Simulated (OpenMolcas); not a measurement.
Mo⁴⁺: the spin-orbit constant, worked from levels

| Quantity | Value |
| --- | --- |
| Program | OpenMolcas 26.06 |
| Basis | ANO-RCC-VDZP [6s5p3d1f] |
| Scalar Hamiltonian | X2C, point nucleus |
| Active space | 2 electrons in 5 orbitals (4d) |
| State averaging | 2S+1 = 3 even, 10 roots; 2S+1 = 1 even, 15 roots |
| Spin-orbit coupling | RASSI with atomic mean-field integrals over the reference wave functions, term energies averaged over their components |

Methods: CASSCF; SS-CASPT2, IPEA 0.25 Eh, imaginary shift 0.1 Eh (closed shells correlated: 4s 4p). Measured levels: Sugar and Musgrove, J. Phys. Chem. Ref. Data 17, 155 (1988).

**The spin-orbit constant.** For the Hund term 3F of d2, E(J) = (A/2) J(J+1) + constant and ζ = 2S·A = 2A. From J = 2 to J = 4 the energy changes by 7 A.

```tsv
Source	E(4) - E(2)	A	ζ
CASSCF	3414.7	487.8	976
SS-CASPT2	3443.8	492.0	984
measured	3357.3	479.6	959
```

All in cm-1. SS-CASPT2 is off by +2.6 % and CASSCF by +1.7 %. Both methods take the spin-orbit matrix elements from the reference wave functions, so the second can move ζ only through the term energies and any multistate remixing. Second-order mixing with other terms is absorbed into this ζ.

CASPT2 does not keep the components of a term degenerate, so their means are used; among the terms shown or strongly mixed into the levels shown the widest spread is 400 cm-1 (4d2 3F, SS-CASPT2). The basis is small and was not contracted for so high a charge. Without dynamic correlation excited terms often stand tens of per cent too high (terms of higher spin than the ground term too low), and those without a measured partner can miss by more than the paired ones (holds for CASSCF). Measured partners are found by configuration, term and J. A level has none where our copy of the source lacks it or the pairing is in doubt (some pairs that miss far off the trend of their configuration count as doubtful), and it then counts in no deviation. Only configurations of the active space appear.
